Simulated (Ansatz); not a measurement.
Input for Ansatz (a first-principles code): R-CCSD(T)/cc-pVTZ on C2H7Ga (SMILES [CH3][GaH][CH3]), a point of a torsion scan. The run froze 16 orbitals, filled d shells among them.

Ansatz 0.2 input:
```yaml
crystal:
  periodic: [false, false, false]
  atoms:
    - {symbol: C, position_ang: [1.78894312, 0.28371404, 0.19845747]}
    - {symbol: Ga, position_ang: [0.19195666, -0.55913092, -0.73600192]}
    - {symbol: C, position_ang: [-1.20117234, -1.74691197, 0.14650187]}
    - {symbol: H, position_ang: [2.60058539, -0.44100297, 0.31434084]}
    - {symbol: H, position_ang: [2.18614537, 1.14070792, -0.35248195]}
    - {symbol: H, position_ang: [1.51081816, 0.61986822, 1.20236271]}
    - {symbol: H, position_ang: [0.01939111, -0.28193402, -2.29777867]}
    - {symbol: H, position_ang: [-1.25615016, -2.72880507, -0.33262583]}
    - {symbol: H, position_ang: [-2.20068655, -1.30557930, 0.08978182]}
    - {symbol: H, position_ang: [-0.96093270, -1.90033656, 1.20348801]}
basis:
  gaussian:
    orbitals: cc-pVTZ
magnetization: {spin_polarized: false}
correlation: {method: ccsd_t, electrons: outside_noble_gas}
scf: {lower_state_search: off}
```

The log:

```
WARN ansatz: RAYON_NUM_THREADS=1 ignored (pool sized by the plan → 1); use --threads N
Functional definition: HF
these checks for a lower state are left out or cut short: stability, starts, cluster_reference, orbital_swaps, neighbouring_geometries, increment
integrals: 0.82 GiB planned
1141 factors; integrals over basis functions are off by at most 1.2e-3 eV
mean field: 0.58 GiB planned
mean field evaluation 1: about -54504.3966 eV, gradient 3.4e1 eV
mean field evaluation 2: about -54504.4451 eV, gradient 3.4e1 eV
mean field evaluation 4: about -54507.5167 eV, gradient 2.8e0 eV
mean field evaluation 8: about -54507.5545 eV, gradient 1.9e-1 eV
mean field -54507.55470012 eV, -2003.1156886818 hartree, gradient 1.4e-6 eV, S^2 0.000000; 0 other end points of the search recorded, 0 dependent functions left out
16 core orbitals not correlated
reference -54507.55470012 eV, -2003.1156886818 hartree; 9, 9 occupied and 176, 176 virtual orbitals, 1141 factors
second order -12.11645302 eV of doubles, -0.00000000 eV of singles
coupled cluster: 0.96 GiB planned
cycle   1  -12.85617197 eV  change   -7.4e-1 eV  update   7.1e-2
cycle   2  -13.19126569 eV  change   -3.4e-1 eV  update   2.1e-2
cycle   3  -13.23399109 eV  change   -4.3e-2 eV  update   7.3e-3
cycle   4  -13.23316600 eV  change    8.3e-4 eV  update   1.8e-3
cycle   5  -13.23311749 eV  change    4.9e-5 eV  update   5.5e-4
cycle   6  -13.23302837 eV  change    8.9e-5 eV  update   1.6e-4
cycle   7  -13.23301065 eV  change    1.8e-5 eV  update   4.4e-5
cycle   8  -13.23301647 eV  change   -5.8e-6 eV  update   1.5e-5
perturbative correction -0.46903583 eV, -0.0172367488 hartree
Total energy: -54521.25675242 eV, -2003.6192298163 hartree
Checks for a lower state left out: stability, starts, cluster_reference, orbital_swaps, neighbouring_geometries, increment
```

The calculation finished and met its thresholds.

Cost: roughly 90 core-seconds.
